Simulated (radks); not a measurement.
The numbers below are computed, except where a source is named.
Q: All-electron atom: Zr in [Kr] 4d2 5s2. Level of theory: Dirac Kohn-Sham, PBE, spin-unpolarised, spherical densities, point nucleus; open shells fill j = l - 1/2 first (a radial shooting solver on a logarithmic mesh with Libxc functionals). Some entries of the table are withheld. Estimate them.

| orbital | occ. | eigenvalue (hartree) | <r^2> (bohr^2) | <1/r> (bohr^-1) |
|---|---|---|---|---|
| 1s1/2 | 2 | -654.7688 | 0.001853 | 41.26 |
| 2s1/2 | 2 | -90.70504 | 0.03111 | 9.341 |
| 2p1/2 | 2 | (1) | 0.02360 | 9.315 |
| 2p3/2 | 4 | (2) | 0.02499 | 8.912 |
| 3s1/2 | 2 | -14.86364 | 0.2409 | (3) |
| 3p1/2 | 2 | -12.00632 | (4) | 3.055 |
| 3p3/2 | 4 | -11.50403 | (5) | 2.959 |
| 3d3/2 | 4 | -6.46808 | 0.2456 | 2.755 |
| 3d5/2 | 6 | -6.37633 | 0.2493 | 2.730 |
| 4s1/2 | 2 | -1.99969 | 1.670 | 1.119 |
| 4p1/2 | 2 | (6) | 2.088 | 0.9957 |
| 4p3/2 | 4 | (7) | 2.186 | 0.9691 |
| 5s1/2 | 2 | -0.16264 | 15.92 | 0.3425 |
| 4d3/2 | 2 | -0.13380 | (8) | 0.6003 |
| 4d5/2 | 0 | -0.12908 | (9) | 0.5930 |

A: 
(1) 2p1/2 eigenvalue (hartree): -83.02872
(2) 2p3/2 eigenvalue (hartree): -79.87350
(3) 3s1/2 <1/r> (bohr^-1): 3.161
(4) 3p1/2 <r^2> (bohr^2): 0.2415
(5) 3p3/2 <r^2> (bohr^2): 0.2525
(6) 4p1/2 eigenvalue (hartree): -1.23468
(7) 4p3/2 eigenvalue (hartree): -1.16955
(8) 4d3/2 <r^2> (bohr^2): 6.561
(9) 4d5/2 <r^2> (bohr^2): 6.739
